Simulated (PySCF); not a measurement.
## State search for BTe⁺

Unrestricted PBE0; basis B x2c-SVPall, Te x2c-SVPall; spin-free X2C with a Gaussian nucleus; PySCF 2.14. Outer shells of the fragments: B+ 2s2; Te 4d10 5s2 5p4.

Followed along the bond (rough minima from three points):

```csv
2Ms+1,unpaired,⟨S²⟩ at the start,R at minimum (Å),Te (eV)
3,"σ ↑, π ↑",2.01,2.06,0.00
1,"σ ↑, π ↓",1.05,2.06,0.11
1,none,0.00,1.92,0.73
3,π ↑↑,2.01,none in the scan,≤ 0.83
1,π ↑↓,1.01,none in the scan,≤ 1.20
```

Solutions found at the starting distance of 2.235 Å, counted from the lowest of them; the search is not exhaustive and high or unbound solutions are not listed, so other states can lie among these:

| 2Ms+1 | unpaired | term | E (eV) | ⟨S²⟩ | ⟨Lz²⟩ | μ (D) |
| --- | --- | --- | --- | --- | --- | --- |
| 3 | σ ↑, π ↑ | ³Π | 0.00 | 2.01 | 1.02 | -3.30 |
| 1 | σ ↑, π ↓ | mixed | 0.10 | 1.05 | 1.00 | -3.29 |
| 3 | π ↑↑ | ³Σ⁻ | 0.86 | 2.01 | 0.00 | -0.84 |
| 1 | π ↑↓ | mixed | 1.22 | 1.01 | 2.01 | -0.79 |
| 1 | none | ¹Σ⁺ | 1.37 | 0.00 | 0.00 | -4.24 |
| 1 | none | mixed | 2.23 | 0.00 | 2.00 | -0.61 |

A term symbol is given only where ⟨S²⟩ and ⟨Lz²⟩ are close to those of a pure state; real π, δ and φ orbitals otherwise mix terms. A positive dipole points towards Te; it is taken about the centre of mass and depends on that origin.

Spin–orbit coupling is left out. Counting both spins, an empty level lies below a filled one in some of these solutions, because spin and occupation are held.
